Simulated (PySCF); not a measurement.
HCl4Si2 (SMILES Cl[Si](Cl)[SiH](Cl)Cl), doublet, geometry from GFN2-xTB, atoms displaced at random by about 0.08 Å a coordinate; PBE/STO-3G, gradient by finite differences (PySCF).

The PySCF input:
```python
from pyscf import gto, scf, dft

mol = gto.M(
    atom='''
Cl    1.898721   -1.715518   -0.628039
Si    0.906690   -0.251116    0.207243
Cl    2.120284    1.488738   -0.362966
Si   -1.065019    0.189885   -0.313256
Cl   -2.106469   -1.481658    0.574485
Cl   -1.807240    1.556501    0.749990
H    -1.765228    0.377386   -1.667697
''',
    basis='sto-3g',
    charge=0,
    spin=1,
    verbose=4,
)

mf = dft.UKS(mol)
mf.xc = 'pbe'
mf.conv_tol = 1e-11
mf.kernel()
scan, done = mf.as_scanner(), []
scan.scf_summary = {}
def energy(d):
    c = mol.atom_coords()
    c[2, 1] += d
    e = scan(mol.set_geom_(c, unit='Bohr', inplace=False))
    done.append(scan.converged)
    return e
h = 0.2
fd = (energy(h) - energy(-h)) / (2 * h)
print('dE/dx =', fd)
```

### Question
What does PySCF print? Leave out banner, timings and long lists.

### Answer

```
PySCF version 2.14.0

[INPUT] verbose = 4
[INPUT] num. atoms = 7
[INPUT] num. electrons = 97
[INPUT] charge = 0
[INPUT] spin (= nelec alpha-beta = 2S) = 1
[INPUT] symmetry False subgroup None
[INPUT] Mole.unit = angstrom
[INPUT] Symbol           X                Y                Z      unit          X                Y                Z       unit  Magmom
[INPUT]  1 Cl     1.898721000000  -1.715518000000  -0.628039000000 AA    3.588062676960  -3.241859181762  -1.186821705546 Bohr   0.0
[INPUT]  2 Si     0.906690000000  -0.251116000000   0.207243000000 AA    1.713395779882  -0.474540465496   0.391632511233 Bohr   0.0
[INPUT]  3 Cl     2.120284000000   1.488738000000  -0.362966000000 AA    4.006756066297   2.813307091233  -0.685906332529 Bohr   0.0
[INPUT]  4 Si    -1.065019000000   0.189885000000  -0.313256000000 AA   -2.012594227458   0.358830645163  -0.591968046877 Bohr   0.0
[INPUT]  5 Cl    -2.106469000000  -1.481658000000   0.574485000000 AA   -3.980649499886  -2.799927830271   1.085619312671 Bohr   0.0
[INPUT]  6 Cl    -1.807240000000   1.556501000000   0.749990000000 AA   -3.415188641359   2.941360602612   1.417275696163 Bohr   0.0
[INPUT]  7 H     -1.765228000000   0.377386000000  -1.667697000000 AA   -3.335797467414   0.713156183245  -3.151490588759 Bohr   0.0

nuclear repulsion = 693.364396855999
number of shells = 31
number of NR pGTOs = 165
number of NR cGTOs = 55
basis = sto-3g
ecp = {}

******** <class 'pyscf.dft.uks.UKS'> ********
method = UKS
initial guess = minao
damping factor = 0
level_shift factor = 0
DIIS = <class 'pyscf.scf.diis.CDIIS'>
diis_start_cycle = 1
diis_space = 8
diis_damp = 0
SCF conv_tol = 1e-11
SCF conv_tol_grad = None
SCF max_cycles = 50
direct_scf = True
direct_scf_tol = 1e-13
number electrons alpha = 49  beta = 48
XC library pyscf.dft.libxc version 7.1.2
    S. Lehtola, C. Steigemann, M. J. T. Oliveira, and M. A. L. Marques,  SoftwareX 7, 1–5 (2018)
XC functionals = pbe
    J. P. Perdew, K. Burke, and M. Ernzerhof,  Phys. Rev. Lett. 77, 3865 (1996)
    J. P. Perdew, K. Burke, and M. Ernzerhof,  Phys. Rev. Lett. 78, 1396 (1997)
    J. P. Perdew, K. Burke, and M. Ernzerhof,  Phys. Rev. Lett. 77, 3865 (1996)
    J. P. Perdew, K. Burke, and M. Ernzerhof,  Phys. Rev. Lett. 78, 1396 (1997)
radial grids:
    Treutler-Ahlrichs [JCP 102, 346 (1995); DOI:10.1063/1.469408] (M4) radial grids

becke partition: Becke, JCP 88, 2547 (1988); DOI:10.1063/1.454033
pruning grids: <function nwchem_prune>
grids dens level: 3
symmetrized grids: False
atomic radii adjust function: <function treutler_atomic_radii_adjust>
small_rho_cutoff = 0
Set gradient conv threshold to 3.16228e-06
tot grids = 123688
init E= -2392.01694550214

cycle= 1 E= -2392.42481913864  delta_E= -0.408  |g|= 0.391  |ddm|= 2.49
cycle= 2 E= -2391.86469318885  delta_E= 0.56  |g|= 0.873  |ddm|= 2.69
cycle= 3 E= -2392.57773205839  delta_E= -0.713  |g|= 0.11  |ddm|=    2
cycle= 4 E= -2392.59180887454  delta_E= -0.0141  |g|= 0.0405  |ddm|= 0.46
cycle= 5 E= -2392.59386551013  delta_E= -0.00206  |g|= 0.00664  |ddm|= 0.124
cycle= 6 E= -2392.59392620728  delta_E= -6.07e-05  |g|= 0.00135  |ddm|= 0.0248
cycle= 7 E= -2392.59392829893  delta_E= -2.09e-06  |g|= 0.000377  |ddm|= 0.00477
cycle= 8 E= -2392.59392848227  delta_E= -1.83e-07  |g|= 0.000132  |ddm|= 0.00152
cycle= 9 E= -2392.59392850188  delta_E= -1.96e-08  |g|= 3.58e-05  |ddm|= 0.000434
cycle= 10 E= -2392.59392850333  delta_E= -1.46e-09  |g|= 8.96e-06  |ddm|= 0.000137
cycle= 11 E= -2392.59392850347  delta_E= -1.32e-10  |g|= 1.39e-06  |ddm|= 4.12e-05
cycle= 12 E= -2392.59392850348  delta_E= -1.18e-11  |g|= 2.6e-07  |ddm|= 5.15e-06
cycle= 13 E= -2392.59392850346  delta_E= 1.73e-11  |g|= 1.68e-07  |ddm|= 1.33e-06
cycle= 14 E= -2392.59392850347  delta_E= -1e-11  |g|= 2.22e-08  |ddm|= 6.04e-07
cycle= 15 E= -2392.59392850347  delta_E= -4.09e-12  |g|= 6.17e-09  |ddm|= 1.01e-07
Extra cycle  E= -2392.59392850347  delta_E= 4.55e-13  |g|= 4.65e-09  |ddm|= 4.12e-08
converged SCF energy = -2392.59392850347  <S^2> = 0.7511301  2S+1 = 2.0011298
Create scanner for <class 'pyscf.dft.uks.UKS'>

WARN: Mole.unit (angstrom) is changed to Bohr

New geometry
   1 Cl     1.898721000000  -1.715518000000  -0.628039000000 AA    3.588062676960  -3.241859181762  -1.186821705546 Bohr
   2 Si     0.906690000000  -0.251116000000   0.207243000000 AA    1.713395779882  -0.474540465496   0.391632511233 Bohr
   3 Cl     2.120284000000   1.594573442184  -0.362966000000 AA    4.006756066297   3.013307091233  -0.685906332529 Bohr
   4 Si    -1.065019000000   0.189885000000  -0.313256000000 AA   -2.012594227458   0.358830645163  -0.591968046877 Bohr
   5 Cl    -2.106469000000  -1.481658000000   0.574485000000 AA   -3.980649499886  -2.799927830271   1.085619312671 Bohr
   6 Cl    -1.807240000000   1.556501000000   0.749990000000 AA   -3.415188641359   2.941360602612   1.417275696163 Bohr
   7 H     -1.765228000000   0.377386000000  -1.667697000000 AA   -3.335797467414   0.713156183245  -3.151490588759 Bohr

******** <class 'pyscf.scf.hf.UKS_Scanner'> ********
method = UKS_Scanner
initial guess = minao
damping factor = 0
level_shift factor = 0
DIIS = <class 'pyscf.scf.diis.CDIIS'>
diis_start_cycle = 1
diis_space = 8
diis_damp = 0
SCF conv_tol = 1e-11
SCF conv_tol_grad = None
SCF max_cycles = 50
direct_scf = True
direct_scf_tol = 1e-13
number electrons alpha = 49  beta = 48
XC library pyscf.dft.libxc version 7.1.2
    S. Lehtola, C. Steigemann, M. J. T. Oliveira, and M. A. L. Marques,  SoftwareX 7, 1–5 (2018)
XC functionals = pbe
    J. P. Perdew, K. Burke, and M. Ernzerhof,  Phys. Rev. Lett. 77, 3865 (1996)
    J. P. Perdew, K. Burke, and M. Ernzerhof,  Phys. Rev. Lett. 78, 1396 (1997)
    J. P. Perdew, K. Burke, and M. Ernzerhof,  Phys. Rev. Lett. 77, 3865 (1996)
    J. P. Perdew, K. Burke, and M. Ernzerhof,  Phys. Rev. Lett. 78, 1396 (1997)
radial grids:
    Treutler-Ahlrichs [JCP 102, 346 (1995); DOI:10.1063/1.469408] (M4) radial grids

becke partition: Becke, JCP 88, 2547 (1988); DOI:10.1063/1.454033
pruning grids: <function nwchem_prune>
grids dens level: 3
symmetrized grids: False
atomic radii adjust function: <function treutler_atomic_radii_adjust>
small_rho_cutoff = 0
Set gradient conv threshold to 3.16228e-06
tot grids = 123688
init E= -2392.58552922243
cycle= 1 E= -2392.58935464183  delta_E= -0.00383  |g|= 0.0185  |ddm|= 0.134
cycle= 2 E= -2392.58911671422  delta_E= 0.000238  |g|= 0.0224  |ddm|= 0.144
cycle= 3 E= -2392.58984276637  delta_E= -0.000726  |g|= 0.00363  |ddm|= 0.084
cycle= 4 E= -2392.58985782039  delta_E= -1.51e-05  |g|= 0.00132  |ddm|= 0.0132
cycle= 5 E= -2392.58985965017  delta_E= -1.83e-06  |g|= 0.000233  |ddm|= 0.00386
cycle= 6 E= -2392.58985971214  delta_E= -6.2e-08  |g|= 5.54e-05  |ddm|= 0.000759
cycle= 7 E= -2392.58985971506  delta_E= -2.92e-09  |g|= 8.91e-06  |ddm|= 0.000147
cycle= 8 E= -2392.58985971518  delta_E= -1.17e-10  |g|= 1.46e-06  |ddm|= 3.71e-05
cycle= 9 E= -2392.58985971518  delta_E= -2.73e-12  |g|= 2.08e-07  |ddm|= 6.86e-06
Extra cycle  E= -2392.58985971519  delta_E= -3.64e-12  |g|= 1.25e-07  |ddm|= 1.18e-06
converged SCF energy = -2392.58985971519  <S^2> = 0.75123625  2S+1 = 2.0012359

WARN: Mole.unit (angstrom) is changed to Bohr

New geometry
   1 Cl     1.898721000000  -1.715518000000  -0.628039000000 AA    3.588062676960  -3.241859181762  -1.186821705546 Bohr
   2 Si     0.906690000000  -0.251116000000   0.207243000000 AA    1.713395779882  -0.474540465496   0.391632511233 Bohr
   3 Cl     2.120284000000   1.382902557816  -0.362966000000 AA    4.006756066297   2.613307091233  -0.685906332529 Bohr
   4 Si    -1.065019000000   0.189885000000  -0.313256000000 AA   -2.012594227458   0.358830645163  -0.591968046877 Bohr
   5 Cl    -2.106469000000  -1.481658000000   0.574485000000 AA   -3.980649499886  -2.799927830271   1.085619312671 Bohr
   6 Cl    -1.807240000000   1.556501000000   0.749990000000 AA   -3.415188641359   2.941360602612   1.417275696163 Bohr
   7 H     -1.765228000000   0.377386000000  -1.667697000000 AA   -3.335797467414   0.713156183245  -3.151490588759 Bohr

******** <class 'pyscf.scf.hf.UKS_Scanner'> ********
method = UKS_Scanner
initial guess = minao
damping factor = 0
level_shift factor = 0
DIIS = <class 'pyscf.scf.diis.CDIIS'>
diis_start_cycle = 1
diis_space = 8
diis_damp = 0
SCF conv_tol = 1e-11
SCF conv_tol_grad = None
SCF max_cycles = 50
direct_scf = True
direct_scf_tol = 1e-13
number electrons alpha = 49  beta = 48
XC library pyscf.dft.libxc version 7.1.2
    S. Lehtola, C. Steigemann, M. J. T. Oliveira, and M. A. L. Marques,  SoftwareX 7, 1–5 (2018)
XC functionals = pbe
    J. P. Perdew, K. Burke, and M. Ernzerhof,  Phys. Rev. Lett. 77, 3865 (1996)
    J. P. Perdew, K. Burke, and M. Ernzerhof,  Phys. Rev. Lett. 78, 1396 (1997)
    J. P. Perdew, K. Burke, and M. Ernzerhof,  Phys. Rev. Lett. 77, 3865 (1996)
    J. P. Perdew, K. Burke, and M. Ernzerhof,  Phys. Rev. Lett. 78, 1396 (1997)
radial grids:
    Treutler-Ahlrichs [JCP 102, 346 (1995); DOI:10.1063/1.469408] (M4) radial grids

becke partition: Becke, JCP 88, 2547 (1988); DOI:10.1063/1.454033
pruning grids: <function nwchem_prune>
grids dens level: 3
symmetrized grids: False
atomic radii adjust function: <function treutler_atomic_radii_adjust>
small_rho_cutoff = 0
Set gradient conv threshold to 3.16228e-06
tot grids = 123688
init E= -2392.61471087306
cycle= 1 E= -2392.59200496747  delta_E= 0.0227  |g|= 0.0349  |ddm|= 0.261
cycle= 2 E= -2392.59159291154  delta_E= 0.000412  |g|= 0.0407  |ddm|= 0.256
cycle= 3 E= -2392.59371846384  delta_E= -0.00213  |g|= 0.00431  |ddm|= 0.135
cycle= 4 E= -2392.59373994341  delta_E= -2.15e-05  |g|= 0.0013  |ddm|= 0.0163
cycle= 5 E= -2392.59374160733  delta_E= -1.66e-06  |g|= 0.000348  |ddm|= 0.00401
cycle= 6 E= -2392.59374174004  delta_E= -1.33e-07  |g|= 7.76e-05  |ddm|= 0.00112
cycle= 7 E= -2392.5937417457  delta_E= -5.65e-09  |g|= 3.18e-05  |ddm|= 0.000286
cycle= 8 E= -2392.59374174691  delta_E= -1.21e-09  |g|= 4.06e-06  |ddm|= 9.69e-05
cycle= 9 E= -2392.59374174692  delta_E= -1.59e-11  |g|= 1.08e-06  |ddm|= 1.69e-05
cycle= 10 E= -2392.59374174692  delta_E= 2.73e-12  |g|= 3.95e-07  |ddm|= 4.64e-06
Extra cycle  E= -2392.59374174692  delta_E= -4.09e-12  |g|= 3.44e-07  |ddm|= 2.41e-06
converged SCF energy = -2392.59374174692  <S^2> = 0.75105144  2S+1 = 2.0010512
dE/dx = 0.009705079343120815
```
